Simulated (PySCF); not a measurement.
Two-component Hartree-Fock for Re⁵⁵⁺ (rhenium, charge +55)

Start: [Ar] 3d2; 3d3/2 filled at m_j = +1/2, +3/2. Calculated with PySCF 2.14 in an even-tempered Gaussian basis (15 s from 16 bohr⁻², ratio 2.8; 12 p from 21 bohr⁻², ratio 2.8; 8 d from 21 bohr⁻², ratio 2.8; 3 f from 64 bohr⁻², ratio 3): generalised Hartree-Fock with the X2C-1e Hamiltonian and a Gaussian nucleus; one run each with spin-orbit coupling (SO) switched off, then screened by Boettger's factors.

```
spinor shell  electrons  ε, spin-free (eV)  ε, screened SO (eV)  weight of nominal j (screened SO)  rms radius, screened SO (bohr)
       1s1/2          2           -75917.1             -75891.2                              1.000                          0.0204
       2s1/2          2           -16376.0             -16366.3                              1.000                          0.0817
       2p1/2          2           -14786.7             -15835.6                              1.000                          0.0693
       2p3/2          4           -14786.7             -14358.6                              1.000                          0.0765
       3s1/2          2            -6251.1              -6248.1                              1.000                           0.201
       3p1/2          2            -5766.7              -6038.8                              1.000                           0.191
       3d3/2          2            -5349.7              -5393.4                              0.999                           0.174
```

**Question.** Where does 3p3/2 lie, and what is the 3p spin-orbit splitting (screened SO)?

**Answer.** At -5653.3 eV, 385.49 eV above 3p1/2.

```csv
quantity,spin-free,screened SO
E (hartree),-13719.85904,-13743.46789
M_J,2,2
⟨J²⟩,8.000,6.009
⟨L²⟩,12.000,10.125
⟨S²⟩,2.000,1.540
```

Each row is a mean over spinors that exchange with the open shell spreads, by up to 34.163 eV (3p1/2).

Breit and QED terms are absent; they matter most for the inner s and p1/2 levels.

Densities and radii are taken from the X2C orbitals without a picture-change correction, which distorts them close to the nucleus.

Without spin-orbit coupling the j labels of p, d and f shells carry no meaning; the spin-free column gives the mean over the occupied spinors of each nl shell, and its ⟨J²⟩ belongs to a mixture of degenerate components.
